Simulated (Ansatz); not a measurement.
Consider the cleavage of the Si–Si bond: `[SiH3][Si]1([SiH3])BC1` + `[OH][Ge][F]` → `[F][Ge][O][SiH3]` + `[SiH3][SiH]1BC1`.

Computed with Ansatz on PBE0-D4/def2-TZVP structures; ΔE is electronic, products minus reactants. CCSD(T)/CBS is the MP2 limit (def2-TZVPP, def2-QZVPP) plus CCSD(T) − MP2 in def2-TZVPP, frozen cores. For Ge outer-core shells are correlated without core-valence functions, which leaves a few kJ/mol of doubt a bond. Scalar relativity is left out up to krypton. Each species was taken in one conformer, which may not be the lowest.

`[SiH3][Si]1([SiH3])BC1`:

Z-matrix (Å, degrees):
```
Si
Si 1 2.333
H 1 1.487 2 109.8
H 1 1.489 2 109.8 3 119.8
H 1 1.489 2 111.3 3 -120.4
Si 2 2.322 1 116.6 3 176.0
B 2 1.927 1 117.3 3 -3.5
C 2 2.037 1 121.9 3 47.4
H 6 1.487 2 110.4 1 70.6
H 6 1.488 2 108.5 1 -169.7
H 6 1.488 2 111.4 1 -49.8
H 7 1.187 2 139.0 1 -29.7
H 8 1.089 2 134.1 1 13.7
H 8 1.090 2 92.7 1 137.3
```

`[OH][Ge][F]`:

```xyz
4

O    -0.951    0.021    0.488
Ge    0.774   -0.223    0.805
F     1.332    0.000   -0.856
H    -1.155    0.202   -0.437
```

`[F][Ge][O][SiH3]`:

Cartesian coordinates in Å:
```
F 2.219 -0.856 0.489
Ge 0.896 -1.760 1.226
O -0.436 -0.784 0.597
Si -0.616 0.550 -0.363
H -2.069 0.826 -0.480
H 0.060 1.724 0.245
H -0.053 0.299 -1.714
```

`[SiH3][SiH]1BC1`:

Z-matrix (Å, degrees):
```
Si
Si 1 2.321
H 1 1.488 2 108.0
H 1 1.487 2 110.4 3 -119.4
H 1 1.488 2 111.7 3 119.8
B 2 1.916 1 128.4 3 6.7
C 2 2.036 1 104.4 3 -35.4
H 2 1.491 1 113.4 3 -170.9
H 6 1.187 2 138.7 1 154.4
H 7 1.091 2 90.4 1 4.0
H 7 1.089 2 136.2 1 -117.7
```

```json
{"species": "`[SiH3][Si]1([SiH3])BC1`", "SCS-MP2/def2-TZVPP energy (Eh)": "-935.23327"}
{"species": "`[OH][Ge][F]`", "SCS-MP2/def2-TZVPP energy (Eh)": "-2251.09600"}
{"species": "`[F][Ge][O][SiH3]`", "SCS-MP2/def2-TZVPP energy (Eh)": "-2541.37315"}
{"species": "`[SiH3][SiH]1BC1`", "SCS-MP2/def2-TZVPP energy (Eh)": "-644.99056"}
```

Q: Work out ΔE.

A: ΔE = (-2541.37315) + (-644.99056) − (-935.23327) − (-2251.09600) = -0.03444 Eh = -90.4 kJ/mol. CCSD(T)/CBS gives -80.1 kJ/mol.

Largest T1 diagnostic among the species: 0.015.

From PBE to PBE0 (25 % exact exchange), in def2-TZVPP and without D4, ΔE moves by −8.1 kJ/mol. In def2-TZVPP, CCSD(T) changes the Hartree–Fock value by +30.1 kJ/mol (the triples alone add +5.0 kJ/mol) and MP2 by +26.6 kJ/mol.
